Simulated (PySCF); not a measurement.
## Assigning NMR signals

Molfile (atoms numbered from 1):
```
C6H8FPSi
     RDKit          3D

 17 17  0  0  0  0  0  0  0  0999 V2000
   -2.9676   -0.0712    0.0129 C   0  0  0  0  0  0  0  0  0  0  0  0
   -1.4729   -0.1739    0.0205 C   0  0  0  0  0  0  0  0  0  0  0  0
   -0.8107   -1.1054   -0.7546 C   0  0  0  0  0  0  0  0  0  0  0  0
    0.9053   -1.3369   -0.8544 P   0  0  0  0  0  0  0  0  0  0  0  0
    1.4877   -0.1197    0.2529 C   0  0  0  0  0  0  0  0  0  0  0  0
    3.3572    0.0252    0.5248 Si  0  0  0  0  0  4  0  0  0  0  0  0
    0.6341    0.7226    0.9427 C   0  0  0  0  0  0  0  0  0  0  0  0
   -0.7413    0.6932    0.8281 C   0  0  0  0  0  0  0  0  0  0  0  0
   -1.4403    1.5900    1.5703 F   0  0  0  0  0  0  0  0  0  0  0  0
   -3.3575   -0.1981    1.0224 H   0  0  0  0  0  0  0  0  0  0  0  0
   -3.2720    0.9165   -0.3331 H   0  0  0  0  0  0  0  0  0  0  0  0
   -3.4059   -0.8247   -0.6357 H   0  0  0  0  0  0  0  0  0  0  0  0
   -1.4113   -1.7648   -1.3707 H   0  0  0  0  0  0  0  0  0  0  0  0
    3.6773   -0.4827    1.8622 H   0  0  0  0  0  0  0  0  0  0  0  0
    3.7283    1.4403    0.4413 H   0  0  0  0  0  0  0  0  0  0  0  0
    4.0315   -0.7587   -0.5072 H   0  0  0  0  0  0  0  0  0  0  0  0
    1.0511    1.4602    1.6170 H   0  0  0  0  0  0  0  0  0  0  0  0
  1  2  1  0
  2  3  1  0
  3  4  2  0
  4  5  1  0
  5  6  1  0
  5  7  2  0
  7  8  1  0
  8  9  1  0
  8  2  2  0
  1 10  1  0
  1 11  1  0
  1 12  1  0
  3 13  1  0
  6 14  1  0
  6 15  1  0
  6 16  1  0
  7 17  1  0
M  END
```

Theoretical values (PySCF 2.14): GIAO PBE0/pcSseg-1 shieldings, geometry from GFN2-xTB. One computed conformer, fast rotation and ring inversion assumed for equivalent nuclei, no relativistic terms, no solvent.

δ = σ(ref) − σ, references computed at the same level: 13C and 1H against TMS.

Problem. Assign these signals to the numbered atoms. 13C{1H} NMR (computed): δ 171.4 (C), 171.2 (C), 168.4 (CH), 138.4 (C), 134.1 (CH), 22.5 (CH3).

Solution. 
```tsv
δ (ppm)	atoms	environment	reason
171.4	C8	aromatic carbon bearing fluorine	σ withdrawal by the attached heteroatom moves it downfield of the ring CH carbons
171.2	C5	substituted aromatic carbon	–
168.4	C3	aromatic CH	–
138.4	C2	substituted aromatic carbon	–
134.1	C7	aromatic CH	the aromatic region
22.5	C1	methyl carbon on an aromatic ring	a saturated carbon with 1 carbon neighbour and no heteroatom attached
```

C8 and C5 lie closer than the usual error of such a calculation, so a measured spectrum could show them in the other order.

Problem. Assign these signals to the numbered atoms. 1H NMR (400 MHz, computed): δ 9.09 (m, 1H), 8.20 (m, 1H), 4.76 (m, 3H), 2.64 (s, 3H).

Solution. 
| δ (ppm) | atoms | environment | reason |
| --- | --- | --- | --- |
| 9.09 | H13 | hydrogen on an aromatic CH | it sits in the deshielding region of the aromatic ring current |
| 8.20 | H17 | hydrogen on an aromatic CH | – |
| 4.76 | H14/H15/H16 | hydrogen on a silicon bonded to C | – |
| 2.64 | H10/H11/H12 | hydrogen on a methyl carbon on an aromatic ring | benzylic-type position, deshielded by the ring |

Splittings by 19F and 31P in the carbon and heteronuclear signals aren't shown, as no couplings were computed. Shifts are as computed. Against solution values, carbons near 30 ppm lie about +3 ppm off and those near 130 ppm about +5 ppm. Of 1211 compounds with measured shifts, 218 miss one by over three times the rms of a fit or turn the order of signals round; such compounds aren't used in these exercises. No couplings were computed; multiplicities are counted from neighbouring protons, with m where these are inequivalent, close in shift, in a saturated or five-membered ring or joined by F or P, and br s for small geminal =CH2 splittings.
